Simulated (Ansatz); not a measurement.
Reaction (formal hydrolysis of a C–Sn bond): `C=C[CH2][SnH2][F]` + H₂O → `C=CCO` + `[F][SnH3]`

Calculated with Ansatz (gas phase, PBE0-D4/def2-TZVP geometries, no zero-point term in ΔE). CCSD(T)/CBS adds triple-zeta CCSD(T) − MP2 to the extrapolated MP2 energy (def2 sets, frozen cores). This one scheme is used for every species. Functionals use def2-TZVPP. Elements past krypton have def2 core potentials. For Sn outer-core shells are correlated without core-valence functions, which leaves a few kJ/mol of doubt a bond. Each species was taken in one conformer, which may not be the lowest.

```csv
level,ΔE (kJ/mol),difference from CCSD(T)/CBS
r2SCAN-D4,74.5,-13.1
ωB97X-V,67.5,-20.1
ωB97M-V,72.0,-15.6
PBE-QIDH,77.9,-9.7
CAM-B3LYP,61.2,-26.4
CCSD/def2-SVP,54.3,-33.3
SCS-MP2/def2-TZVPP,80.6,-7.0
CCSD(T)/def2-TZVPP,78.5,-9.1
HF/CBS(def2),53.1,-34.5
MP2/CBS(def2),100.4,12.8
CCSD(T)/CBS,87.6,0
```

Largest T1 diagnostic among the species: 0.014.

In def2-TZVPP, CCSD(T) changes the Hartree–Fock value by +26.0 kJ/mol (the triples alone add +3.0 kJ/mol) and MP2 by +38.8 kJ/mol. Leaving LDA and LC-ωPBE aside and taking each functional with its dispersion term where it has one, the values, not all of them listed here, spread over 13.2 kJ/mol, from B97M-V to PBE-QIDH. LDA lies −3.1 kJ/mol from PBE without D4. At CCSD(T), def2-SVP lies −32.1 kJ/mol from the extrapolated value and def2-TZVPP −9.1 kJ/mol.
